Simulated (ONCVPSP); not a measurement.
## What one change does to a pseudopotential (titanium, ONCV)

Ti, optimised norm-conserving Vanderbilt (ONCV), made with ONCVPSP 4.0.1 (PBEsol, scalar-relativistic). Core [Ne], reference 3s2 3p6 3d2 4s1.75 (charge +0.25). Waves: 3s+4s: rc 2.00 bohr, ncon 4, nbas 7, qcut 5.4 1/bohr, 3 projectors, debl 3.8 Ha; 3p: rc 1.40 bohr, ncon 4, nbas 7, qcut 11.8 1/bohr, 1 projector; 3d: rc 1.30 bohr, ncon 4, nbas 7, qcut 6.8 1/bohr, 3 projectors, debl 0.6 Ha; f scattering state at 0.07 Ha: rc 1.70 bohr, ncon 4, nbas 8, qcut 6.7 1/bohr, 1 projector. Local part: polynomial inside 0.95 bohr (lpopt 5, dvloc0 4 Ha). Core correction: none.

Change: d: rc 1.16.

Cutoffs: the cutoffs (Ha) at which the residual kinetic energy of the hardest occupied pseudo-wave falls to 1 and 0.1 mHa per electron; they do not see the model core or the augmentation charge, which bear on the density cutoff. Errors are all-electron minus pseudo energies relative to the spin-unpolarised reference configuration.

**Question.** Predict the effect on cutoff, ghosts and configuration errors.

**Answer.** The potential gets harder (97 Ha and 112 Ha → 124 Ha and 150 Ha); both files keep a bound ghost (d); of the 4 tests that both files solve, the error grows in 1 and shrinks in 0 by more than 15 % and 0.3 meV (median size 1.2 → 1.1 meV). A smaller radius makes the pseudo-wave follow the all-electron one further in, where it bends more sharply, so more plane waves are needed.

| quantity | base | changed |
| --- | --- | --- |
| cutoff, loose | 97 Ha | 124 Ha |
| cutoff, tight | 112 Ha | 150 Ha |
| loose cutoff by channel | s 8.0 Ha, p 19 Ha, d 97 Ha | s 8.0 Ha, p 19 Ha, d 124 Ha |
| bound ghosts | d | d |
| GHOST(+) flags under 300 eV | none | none |
| error for 3s2 3p6 3d2 4s2, meV [ΔE -1.29 eV] | +0.1 | +0.1 |
| error for 3s2 3p6 3d2 4s1, meV [ΔE 6.07 eV] | -0.5 | -0.4 |
| error for 3s2 3p6 3d2 4s0, meV [ΔE 19.54 eV] | -2.0 | -1.8 |
| error for 3s2 3p5 3d2 4s2, meV [ΔE 44.18 eV] | -3.6 | +6.4 |
| s: phases at 2.03 bohr within 0.05 rad from the reference energy up to (Ha; the scan ends near 5) | to the end of the scan | to the end of the scan |
| p: phases at 1.42 bohr within 0.05 rad from the reference energy up to (Ha; the scan ends near 5) | 2.3 | 2.3 |
| f: phases at 1.73 bohr within 0.05 rad from the reference energy up to (Ha; the scan ends near 5) | to the end of the scan | to the end of the scan |

 A true bound ghost makes a file unfit for plane-wave use even where its test errors are small: the radial tests pick states by their node count and pass the ghost by.
